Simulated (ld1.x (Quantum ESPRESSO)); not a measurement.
Reading a pseudo-wave (Ga)

Columns: radius, all-electron u(r) and pseudo u(r) of the 3d shell (level -19.40 eV) of gallium in the configuration [Ar] 3d10 4s2 4p1; LDA (PZ), scalar-relativistic, ultrasoft scheme, ld1.x (Quantum ESPRESSO) 7.5.

| r (bohr) | all-electron | pseudo |
| --- | --- | --- |
| 0.113 | 0.1854 | 0.0046 |
| 0.225 | 0.6005 | 0.0342 |
| 0.338 | 0.9209 | 0.1054 |
| 0.450 | 1.0695 | 0.2175 |
| 0.563 | 1.0919 | 0.3574 |
| 0.675 | 1.0422 | 0.4970 |
| 0.788 | 0.9584 | 0.6110 |
| 0.900 | 0.8639 | 0.6771 |
| 1.013 | 0.7684 | 0.6895 |
| 1.125 | 0.6790 | 0.6558 |
| 1.238 | 0.5965 | 0.5933 |
| 1.350 | 0.5230 | 0.5230 |
| 1.463 | 0.4571 | 0.4571 |
| 1.575 | 0.3996 | 0.3996 |
| 1.688 | 0.3486 | 0.3486 |
| 1.800 | 0.3043 | 0.3043 |
| 1.913 | 0.2653 | 0.2653 |
| 2.025 | 0.2315 | 0.2315 |
| 2.138 | 0.2018 | 0.2018 |
| 2.250 | 0.1761 | 0.1761 |
| 2.363 | 0.1535 | 0.1535 |
| 2.475 | 0.1340 | 0.1340 |
| 2.588 | 0.1168 | 0.1168 |
| 2.700 | 0.1019 | 0.1019 |
| 2.813 | 0.0889 | 0.0889 |
| 2.925 | 0.0776 | 0.0776 |

Question: How many radial nodes do the two functions have?

Answer: The all-electron 3d function has n − l − 1 = 0; the pseudo-wave has 0.

Question: At about which radius was the pseudo-wave matched?

Answer: 1.45 bohr, where the columns begin to agree (steps of 0.11 bohr).

Question: Is the pseudo-wave norm-conserving?

Answer: No, it belongs to an ultrasoft set: the norm inside the radius is not constrained, and the difference is carried by the augmentation charge.
